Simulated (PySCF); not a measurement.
Ranking problems on computed properties.

Each SMILES stands for a single optimised conformer of the isolated species, non-relativistic unless stated; the electronic structure was computed with PySCF and density fitting.

Dipoles, sizes and rotational constants follow the conformer. The torsions of the flexible species, by atom-mapped SMILES:
- `[CH2:1]=[C:2]([F:3])[CH2:4][CH2:5][NH2+:6][CH3:7]`: C1–C2–C4–C5 -127°, C2–C4–C5–N6 -69°, C4–C5–N6–C7 178°
- `[O:1]=[S:2](=[O:3])([OH:4])[CH:5]=[C:6]1[CH2:7][CH2:8]1`: O1–S2–C5–C6 -15°, H–O4–S2–O1 0°
- `[CH3:1][C@@H:2]1[NH2+:3][CH2:4][C@@H:5]1[CH2:6][F:7]`: C4–C5–C6–F7 -43°
- `[CH3:1][C:2]#[C:3][CH2:4][NH2+:5][CH3:6]`: C3–C4–N5–C6 180°
- `[NH2:1][SiH2:2][SiH2:3][NH:4][CH:5]1[CH2:6][CH2:7]1`: N1–Si2–Si3–N4 43°, Si2–Si3–N4–C5 49°, Si3–N4–C5–C6 117°, H–N1–Si2–Si3 179°, H–N1–Si2–Si3 -39°

Question: Rank by electronic spatial extent ⟨r²⟩ about the centre of nuclear charge, highest first (PBE0/def2-SVPD at GFN2-xTB geometries).
A. `CP(C)(C)=O`
B. `O=S(=O)(O)C=C1CC1`
C. `C[C@@H]1[NH2+]C[C@@H]1CF`
D. `C=C(F)CC[NH2+]C`

Answer: B (1141 bohr²), D (973 bohr²), C (701 bohr²), A (550 bohr²).

Question: Rank by lowest triplet excitation (Tamm–Dancoff), highest first (TDA PBE0/def2-SVPD at GFN2-xTB geometries).
A. `C[C@@H]1[NH2+]C[C@@H]1CF`
B. `CP(C)(C)=O`
C. `O=S(=O)(O)C=C1CC1`
D. `CC#CC[NH2+]C`
E. `C=C(F)CC[NH2+]C`

Answer: A (8.22 eV), B (6.77 eV), D (5.22 eV), E (4.48 eV), C (4.36 eV).

Give the two extremes of that set in kJ/mol.

`O=S(=O)(O)C=C1CC1`: 421 kJ/mol; `C[C@@H]1[NH2+]C[C@@H]1CF`: 793 kJ/mol.

Question: Rank by smallest rotational constant, lowest first (GFN2-xTB).
A. `CP(C)(C)=O`
B. `[H]/P=P\[H]`
C. `N[SiH2][SiH2]NC1CC1`
D. `C[C@@H]1[NH2+]C[C@@H]1CF`
E. `C1CC1=CS(=O)(O)=O`
F. `C(F)(CC[NH2+]C)=C`

Answer: C (0.810 GHz), E (1.090 GHz), F (1.234 GHz), D (2.066 GHz), A (3.504 GHz), B (7.160 GHz).

Question: Rank by static isotropic polarisability, highest first (PBE0/def2-SVPD at GFN2-xTB geometries).
A. `C=C(F)CC[NH2+]C`
B. `CP(C)(C)=O`
C. `O=S(=O)(O)C=C1CC1`
D. `C[C@@H]1[NH2+]C[C@@H]1CF`

Answer: C (76.8 au), A (65.9 au), B (64.2 au), D (60.4 au).

Question: Rank by lowest singlet excitation, lowest first (TDDFT PBE0/def2-SVPD at GFN2-xTB geometries).
A. `C=C(F)CC[NH2+]C`
B. `C[C@@H]1[NH2+]C[C@@H]1CF`
C. `CC#CC[NH2+]C`
D. `S(=O)(=O)(C=C1CC1)O`
E. `CP(C)(C)=O`

Answer: C (5.77 eV), D (6.04 eV), A (6.38 eV), E (6.89 eV), B (8.36 eV).

Give the two extremes of that set as wavelengths.

`CC#CC[NH2+]C`: 215 nm; `C[C@@H]1[NH2+]C[C@@H]1CF`: 148 nm.

Question: Rank by HOMO energy, lowest first (PBE0/def2-SVPD at GFN2-xTB geometries).
A. `CP(C)(C)=O`
B. `C[C@@H]1[NH2+]C[C@@H]1CF`
C. `CC#CC[NH2+]C`
D. `O=S(=O)(O)C=C1CC1`
E. `C=C(CC[NH2+]C)F`

Answer: B (-13.73 eV), C (-11.70 eV), E (-11.56 eV), D (-8.58 eV), A (-7.58 eV).
